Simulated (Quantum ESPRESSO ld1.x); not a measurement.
Species: Te43+. Configuration: [He] 2s2 2p5 (the NIST ground configuration). Method: non-relativistic Kohn-Sham, LDA (Slater exchange, VWN5 correlation), spin-polarised, spherical densities, point nucleus; open shells are filled with parallel spins first; relativity is left out, which matters for an element this heavy; computed with ld1.x of Quantum ESPRESSO 7.5. Some entries of the table are withheld. Estimate them.

orbital  occ.  eigenvalue (Ry)  <r> (bohr)
1s up       1       -2457.2189         (1)
1s down     1       -2456.4098         (2)
2s up       1        -539.1411      0.1226
2s down     1        -538.0695      0.1227
2p up       3              (3)      0.1040
2p down     2              (4)      0.1041

Answer. 
(1) 1s up <r> (bohr): 0.02923
(2) 1s down <r> (bohr): 0.02922
(3) 2p up eigenvalue (Ry): -523.3448
(4) 2p down eigenvalue (Ry): -522.0238
